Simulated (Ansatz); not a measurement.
Coupled-cluster diagnostics for [ReH9]2- (ReH₉²⁻), Ansatz.

Geometry of the singlet (B3LYP-D4/def2-TZVPD):

```xyz
10

Re    0.000    0.000    0.000
H    -0.589    1.506   -0.494
H     1.222   -0.771   -0.873
H    -0.655   -0.722    1.382
H    -1.726   -0.013   -0.076
H    -0.018    1.113    1.322
H    -0.377   -0.023   -1.687
H     1.308    1.088   -0.309
H    -0.425   -1.645   -0.322
H     1.260   -0.534    1.057
```

In the def2 sets Re takes a core potential; there is no spin–orbit coupling. Correlated methods freeze no core orbitals; core or outer-core shells of Re are correlated, in sets that lack core-valence functions. A multiply charged anion in the gas phase is held together partly by the finite basis. Removing one electron lowers the energy by 0.59 eV at PBE0-D4/def2-TZVPD, so it isn't bound.

Q: Estimate the CCSD(T) correlation energy, the shares of MP2 and (T), T1 and the reference's ⟨S²⟩ for: charge -2, singlet, own geometry in def2-TZVPPD; and the rough time on 4 threads of Arm Neoverse V1 on a shared host.

A: 
| state | basis | correlation (eV) | MP2 share (%) | (T) share (%) | T1 | ⟨S²⟩ (pure) | wall time | remarks |
| --- | --- | --- | --- | --- | --- | --- | --- | --- |
| charge -2, singlet, own geometry | def2-TZVPPD | -22.297 | 99.7 | 5.3 | 0.016 | 0.00 (0.00) | 62 s | test for broken spin undecided |
Customary marks for T1 are 0.02 (closed shells), 0.045 (open shells) and about 0.05 (3d metals). T1 stays under 0.02 throughout.
